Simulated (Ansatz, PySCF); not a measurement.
Gas-phase reaction in SMILES: CN(C)C(=O)N(C)C + 8 [H][H] (H2) → 5 C (CH4) + 2 N (NH3) + O (H2O)
Each molecule is optimised on its own at B3LYP-D3(BJ)/def2-TZVP (Ansatz, a program for electronic structure), one conformer each, not searched for the lowest.

Quantity: energy of full hydrogenation (0 K, with B3LYP-D3(BJ) harmonic zero-point energies from PySCF), in kJ/mol. Correlated levels leave the core frozen unless marked. Spin-orbit coupling is left out. Non-relativistic. Basis-set limits of correlation are two-point, X^-3; Hartree-Fock from the larger set. The bracket is a focal-point correction in the basis named.

RI-MP2/CBS(cc-pVTZ,cc-pVQZ)+[CCSD(T)-MP2]/cc-pVTZ (Ansatz) gives -481.0 kJ/mol.

Task: Another calculation gave -484.7 kJ/mol. Which level was it?
A) r2SCANh/def2-TZVPD (Ansatz)
B) B97M-V/def2-TZVPD (Ansatz)
C) revPBE/def2-TZVPD (Ansatz)
D) wB97X-V/def2-TZVPD (Ansatz)

Result: C, revPBE/def2-TZVPD (Ansatz). The others give -503.4 (B97M-V), -468.7 (r2SCANh), -456.5 (wB97X-V) kJ/mol.
